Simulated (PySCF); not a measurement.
**Electronic absorption of (HAlNH)4 cubane**

Compound: (HAlNH)4 cubane, Al4H8N4.
Z-matrix (Å and degrees, PBE0-D3(BJ)/def2-SVP geometry), rows numbered from 1:
```
Al
H   1  1.5841
N   1  1.9336  2  125.51
Al  3  1.9342  1   90.57  2  -134.73
H   4  1.5840  3  125.60  1   134.77
N   1  1.9338  2  125.69  3  -119.87
Al  6  1.9338  1   90.55  2  -134.89
H   7  1.5841  6  125.72  1   134.89
N   7  1.9336  6   89.46  1    -0.51
Al  3  1.9339  1   90.52  2   134.70
H  10  1.5839  3  125.66  1  -134.73
N   4  1.9332  3   89.44  1   -90.00
H   3  1.0161  1  124.79  2     0.05
H   6  1.0162  1  124.93  2    -0.16
H   9  1.0162  1  124.92  2     0.15
H  12  1.0162  4  124.91  3  -135.35
```

The calculation used TDDFT wB97X-D/def2-SVPD, vertical, gas phase, core orbitals frozen in the response (PySCF).

```tsv
state	E (eV)	E (hartree)	f	symmetry	main configurations (H = HOMO, L = LUMO)
S1	7.01	0.2576	0.0000	–	H-2/H-1/H→L/L+1/L+2 (≥12%), H-5→L/L+1/L+2 (≥12%), H-3→L/L+1/L+2 (≥9%)
S2	7.01	0.2577	0.0000	–	H-4→L/L+1/L+2 (≥10%), H-5→L/L+1/L+2 (≥9%), H-2/H-1/H→L+3 (≥9%)
S3	7.01	0.2577	0.0000	–	H-4→L/L+1/L+2 (≥16%), H-2/H-1/H→L+3 (≥12%), H-3→L/L+1/L+2 (≥10%)
S4	7.05	0.2589	0.0000	–	H-2/H-1/H→L/L+1/L+2 (≥29%), H-3→L/L+1/L+2 (≥10%), H-4→L/L+1/L+2 (≥10%)
S5	7.05	0.2590	0.0000	–	H-2/H-1/H→L/L+1/L+2 (≥44%), H-5→L/L+1/L+2 (≥10%)
S6	7.25	0.2664	0.111	T2	H-2/H-1/H→L/L+1/L+2 (≥71%)
S7	7.25	0.2664	0.111	T2	H-2/H-1/H→L/L+1/L+2 (≥69%)
S8	7.25	0.2665	0.111	T2	H-2/H-1/H→L/L+1/L+2 (≥65%)
S9	7.38	0.2712	0.0000	–	H-2/H-1/H→L/L+1/L+2 (≥65%)
S10	7.39	0.2715	0.0000	–	H-2/H-1/H→L/L+1/L+2 (≥35%), H-4→L/L+1/L+2 (≥12%)
S11	7.39	0.2715	0.0000	–	H-2/H-1/H→L/L+1/L+2 (≥33%)
S12	7.39	0.2717	0.0000	–	H-2/H-1/H→L/L+1/L+2 (≥40%), H-3→L/L+1/L+2 (≥10%)
S13	7.44	0.2735	0.0000	–	H-2/H-1/H→L/L+1/L+2 (≥32%), H-5→L/L+1/L+2 (≥13%)
S14	7.44	0.2735	0.0000	–	H-4→L/L+1/L+2 (≥20%), H-2/H-1/H→L/L+1/L+2 (≥18%), H-3→L/L+1/L+2 (≥11%)
```

Triplets, Tamm–Dancoff:

```
state  E (eV)  λ (nm)                          main configurations (H = HOMO, L = LUMO)
   T1    6.85   181.0  H-5→L/L+1/L+2 (≥11%), H-3→L/L+1/L+2 (≥11%), H-2/H-1/H→L+3 (≥10%)
   T2    6.85   181.0   H-4→L/L+1/L+2 (≥16%), H-2/H-1/H→L+3 (≥12%), H-2/H-1/H→L+4 (≥9%)
   T3    6.85   181.0  H-4→L/L+1/L+2 (≥19%), H-2/H-1/H→L+3 (≥11%), H-3→L/L+1/L+2 (≥10%)
```

The lowest singlet level (S1/S2/S3) comes at 177 nm (676 kJ/mol) in the vacuum ultraviolet; it is dark (f under 0.0005). The most intense listed level is S6/S7/S8 at 7.25 eV (171 nm, f = 0.334 summed), 0.24 eV above S1. S1/S2/S3, S4/S5, S6/S7/S8, S9/S10/S11/S12 and S13/S14 lie within about 0.01 eV of each other in each set; the point group Td has degenerate representations, and within a degenerate level the listed configurations can mix freely. Löwdin shares by element: HOMO (one of a set within 0.03 eV) nitrogen 75% (atoms not listed hold the other 25%); LUMO (one of a set within 0.03 eV) aluminium 68% (atoms not listed hold the other 32%). The listed states span 0.43 eV, and the widest gap between neighbours is 0.20 eV (S5 to S6). Weighted by f, the mean energy of these states is 7.25 eV. Of the 14 states listed, 3 reach f = 0.01 and 11 stay under 0.0005. All these states lie below the vertical ionisation energy of 9.86 eV (ΔSCF). Symmetry labels in Td follow from the direction of the transition dipole and are given only for states with f of 0.002 or more. Orbitals of the list HOMO-3 to LUMO+2 that lie within 0.01 eV of each other are written together with a slash and their weights summed (≥ marks a lower bound); for degenerate orbitals outside that list single weights are arbitrary. Singlets were solved by full linear response, triplets in the Tamm–Dancoff approximation. The highest level found (7.55 eV, f 0.011 so far) is left out, since the window may have cut off a degenerate partner.

One conformer stands for the species.
